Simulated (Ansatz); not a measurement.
Job for Ansatz (an electronic-structure program): R-SVWN5/def2-TZVPPD on C4H12O (a complex). Files ending in .json are basis or fitting sets from the Basis Set Exchange.

Ansatz 0.2 input:
```yaml
crystal:
  periodic: [false, false, false]
  atoms:
    - {symbol: C, position_ang: [0.48432757, 0.24327887, -0.27983338]}
    - {symbol: O, position_ang: [-0.51380241, -0.51807701, 0.38321416]}
    - {symbol: H, position_ang: [0.75164376, 1.14700212, 0.27856529]}
    - {symbol: H, position_ang: [0.06813634, 0.54281199, -1.24073835]}
    - {symbol: H, position_ang: [1.39336548, -0.34016136, -0.46387932]}
    - {symbol: H, position_ang: [-0.17449668, -0.79623419, 1.23979806]}
    - {symbol: C, position_ang: [-0.30207460, -1.27334397, 3.86099489]}
    - {symbol: C, position_ang: [-0.02327285, 0.09187224, 4.48446587]}
    - {symbol: C, position_ang: [0.33719039, 1.15368579, 3.44865886]}
    - {symbol: H, position_ang: [-0.53397079, -2.02435793, 4.61802858]}
    - {symbol: H, position_ang: [-1.15357518, -1.22635463, 3.17698160]}
    - {symbol: H, position_ang: [0.56741078, -1.63489992, 3.30272201]}
    - {symbol: H, position_ang: [0.78903071, 0.00064619, 5.21125454]}
    - {symbol: H, position_ang: [-0.90225473, 0.41702091, 5.04817537]}
    - {symbol: H, position_ang: [0.51862622, 2.12338354, 3.91535285]}
    - {symbol: H, position_ang: [1.24419831, 0.87651418, 2.90401551]}
    - {symbol: H, position_ang: [-0.46447143, 1.27867699, 2.71715278]}
basis:
  gaussian:
    orbitals: def2-TZVPPD.json
hamiltonian:
  xc: {name: SVWN5}
scf: {lower_state_search: off}
```

The head of its log:

```
WARN ansatz: RAYON_NUM_THREADS=2 ignored (pool sized by the plan → 2); use --threads N
Functional definition: SVWN5
these checks for a lower state are left out or cut short: stability, starts, cluster_reference, orbital_swaps, neighbouring_geometries, increment
integrals: 0.38 GiB planned
1588 factors; their error is unknown
mean field: 3.03 GiB planned
mean field evaluation 1: about -6313.4180 eV, gradient 1.0e2 eV
mean field evaluation 2: about -6260.3236 eV, gradient 1.8e2 eV
```

Q: Predict the final total energy.

A: -232.8750 hartree.
